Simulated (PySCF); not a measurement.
**Ne²⁺: ionisation energy**

Ne²⁺ [He] 2s2 2p4 (3P) → Ne³⁺ [He] 2s2 2p3 (4S), as a difference of total energies. Computed with PySCF 2.14 in cc-pVTZ, with the non-relativistic Hamiltonian (point nucleus). Correlated levels: valence: 1s2 frozen. The calculations carry no spin-orbit coupling.

| method | ionisation energy (eV) |
| --- | --- |
| UHF | 61.817 |
| TPSS | 63.990 |
| MN15 | 63.797 |
| MP2 (valence) | 62.983 |
| SCS-MP2 (valence) | 63.084 |
| CCSD (valence) | 63.014 |
| CCSD(T) (valence) | 63.030 |

Errors of the correlated levels include the incompleteness of this basis and the frozen core.

Task: Which method comes closest to the reference value, and which is furthest?

Result: The reference is 63.423 eV (measured; NIST Atomic Spectra Database, ionization energies). Closest: SCS-MP2 (valence) (error -0.339 eV); furthest: UHF (error -1.606 eV).
